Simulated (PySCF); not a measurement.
# Working out the excitation energy of Ne²⁺

Ne²⁺ [He] 2s2 2p4 (3P) → Ne²⁺ [He] 2s1 2p5 (3P). Calculation: PySCF 2.14, in aug-cc-pCVTZ-DK (7s6p4d2f, 59 functions); the spin-free X2C one-electron Hamiltonian (Gaussian nucleus). Frozen: nothing. Energies in hartree (1 hartree = 27.21139 eV):

```tsv
part	Ne²⁺ (lower)	Ne²⁺ (upper)
UHF	-126.505434	-125.524201
MP2 opposite-spin	-0.163152	-0.195326
MP2 same-spin	-0.044719	-0.050876
```

Question: What does Hartree-Fock give?

Answer: (-125.524201) − (-126.505434) = 0.981233 hartree = 26.701 eV.

Question: What do MP2 and SCS-MP2 (6/5 opposite-spin, 1/3 same-spin) give?

Answer: The opposite-spin parts differ by -0.875 eV and the same-spin parts by -0.168 eV. MP2: 26.701 + (-0.875) + (-0.168) = 25.658 eV. SCS-MP2: 26.701 + 1.2 × (-0.875) + (-0.168)/3 = 25.595 eV.
